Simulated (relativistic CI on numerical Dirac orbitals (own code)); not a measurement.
Line list: Electric-dipole lines, Se XV

These numbers are calculated, not measured: Dirac-Coulomb-Breit CI, separate exchange-only KLI orbitals for each configuration, a model potential for QED, unscaled Slater integrals (own radial code, finite nucleus).

CI space (outside the closed core [Ne]): 3s²3p⁶3d², 3s²3p⁵3d³, 3s3p⁶3d³, 3s²3p⁶3d4s, 3s²3p⁶3d4p, 3s²3p⁶3d4d, 3s²3p⁶3d4f, 3s²3p⁶4s², 3s²3p⁵3d²4s, 3s²3p⁶4s4p, 3s²3p⁵3d²4p, 3s²3p⁶3d5s, 3s²3p⁶4p², 3s²3p⁶4s4d, 3s²3p⁶3d5p, 3s²3p⁶4p4d, 3s²3p⁶3d5d, 3s²3p⁵3d²4d, 3s3p⁶3d²4s, 3s²3p⁶3d5f, 3s²3p⁶3d5g, 3s²3p⁶4d², 3s3p⁶3d²4p, 3s²3p⁶3d6s, 3s²3p⁶3d6p, 3s²3p⁶3d6d, 3p⁶3d⁴, 3p⁵3d⁵. Double excitations out of closed p, d and f shells are left out; levels of such configurations are missing from the list, as are those of other unlisted configurations, and high levels can miss mixing partners. These lack a partner that the ground configuration has and come out too high: 3s²3p⁵3d²4s, 3s²3p⁵3d²4p, 3s²3p⁵3d²4d.

```csv
λ vac (nm),Lower,Upper,A (s⁻¹),log gf,S velocity/length
4.5172,3s²3p⁶3d² ³F2 [1],3s²3p⁶3d4f ³G°3 [223],1.86e+12,0.60,0.87
4.5174,3s²3p⁶3d² ³F3 [2],3s²3p⁶3d4f ³G°4 [229],1.58e+12,0.64,0.87
4.5291,3s²3p⁶3d² ³F4 [3],3s²3p⁶3d4f ³G°5 [231],2.60e+12,0.94,0.87
4.5294,3s²3p⁶3d² ³F3 [2],3s²3p⁵3d²4s ⁵F°4 [224],7.11e+11,0.29,0.88
4.5416,3s²3p⁶3d² ³F2 [1],3s²3p⁵3d²4s ³G°3 [216],8.03e+11,0.24,0.90
4.5547,3s²3p⁶3d² ³F2 [1],3s²3p⁶3d4f ³F°2 [209],7.94e+11,0.09,0.84
4.5591,3s²3p⁶3d² ³F3 [2],3s²3p⁵3d²4s ³G°4 [214],7.09e+11,0.30,0.89
4.5648,3s²3p⁶3d² ¹G4 [8],3s²3p⁶3d4f ¹H°5 [255],1.11e+12,0.58,0.88
4.5662,3s²3p⁶3d² ³F3 [2],3s²3p⁶3d4f ³F°3 [210],8.37e+11,0.26,0.85
4.5735,3s²3p⁶3d² ³F4 [3],3s²3p⁶3d4f ³F°4 [215],7.23e+11,0.31,0.85
4.5766,3s²3p⁶3d² ³F4 [3],3s²3p⁵3d²4s ³G°5 [213],4.64e+11,0.20,0.91
4.5825,3s²3p⁶3d² ¹G4 [8],3s²3p⁶3d4f ¹H°5 [248],2.48e+12,0.93,0.90
4.5858,3s²3p⁶3d² ¹D2 [4],3s²3p⁶3d4f ³D°3 [228],1.41e+12,0.49,0.88
4.5966,3s²3p⁶3d² ³P2 [7],3s²3p⁶3d4f ¹F°3 [236],1.66e+12,0.57,0.87
4.5988,3s²3p⁶3d² ³P1 [6],3s²3p⁶3d4f ³D°2 [227],1.58e+12,0.40,0.87
9.4861,3s²3p⁶3d² ³F2 [1],3s²3p⁵3d³ ³D°1 [112],5.50e+11,0.35,0.59
9.5267,3s²3p⁶3d² ³F3 [2],3s²3p⁵3d³ ³D°2 [113],5.87e+11,0.60,0.59
9.5983,3s²3p⁶3d² ³F4 [3],3s²3p⁵3d³ ³D°3 [114],6.16e+11,0.77,0.59
9.7168,3s²3p⁶3d² ¹G4 [8],3s²3p⁵3d³ ¹F°3 [117],6.95e+11,0.84,0.60
9.8363,3s²3p⁶3d² ¹G4 [8],3s²3p⁵3d³ ¹G°4 [116],7.05e+11,0.96,0.59
10.044,3s²3p⁶3d² ³F2 [1],3s²3p⁵3d³ ³F°2 [107],2.03e+11,0.19,0.60
10.054,3s²3p⁶3d² ³F3 [2],3s²3p⁵3d³ ³F°3 [109],3.33e+11,0.55,0.60
10.065,3s²3p⁶3d² ³F4 [3],3s²3p⁵3d³ ³F°4 [110],5.13e+11,0.85,0.60
10.196,3s²3p⁶3d² ³F2 [1],3s²3p⁵3d³ ³F°2 [104],2.69e+11,0.32,0.60
10.419,3s²3p⁶3d² ³P2 [7],3s²3p⁵3d³ ³P°2 [111],2.84e+11,0.36,0.60
10.606,3s²3p⁶3d² ³P2 [7],3s²3p⁵3d³ ³D°3 [108],1.77e+11,0.32,0.62
10.715,3s²3p⁶3d² ¹D2 [4],3s²3p⁵3d³ ¹F°3 [103],1.54e+11,0.27,0.61
11.136,3s²3p⁶3d² ³F3 [2],3s²3p⁵3d³ ³G°4 [92],1.02e+11,0.23,0.62
11.170,3s²3p⁶3d² ³F4 [3],3s²3p⁵3d³ ³G°5 [93],1.48e+11,0.48,0.62
11.193,3s²3p⁶3d² ¹G4 [8],3s²3p⁵3d³ ¹H°5 [98],1.19e+11,0.39,0.61
```

Terms are leading LS components. Brackets give the number of a level in order of energy, since labels repeat. The list gives strong lines, with weight on those to low levels, among the lowest 400 of 1456 levels, so that lines to higher ones, which can be the strongest, are missing. Levels whose partners in the same complex of configurations lie outside the list can be far off, and so can their lines. Rates are taken at the computed energies, electric ones in the length gauge. A velocity-to-length ratio far from 1 marks an uncertain rate.

At this charge energies of transitions that change n are usually good to better than 1 %, and those within a shell (Δn = 0) to a few per cent. Terms inside the open d or f shell come out 10 to 20 % too wide with unscaled integrals.

LS names give the leading component of a level, which can be under half, so a name can repeat, a term be missing and a line seem to break the LS rules.
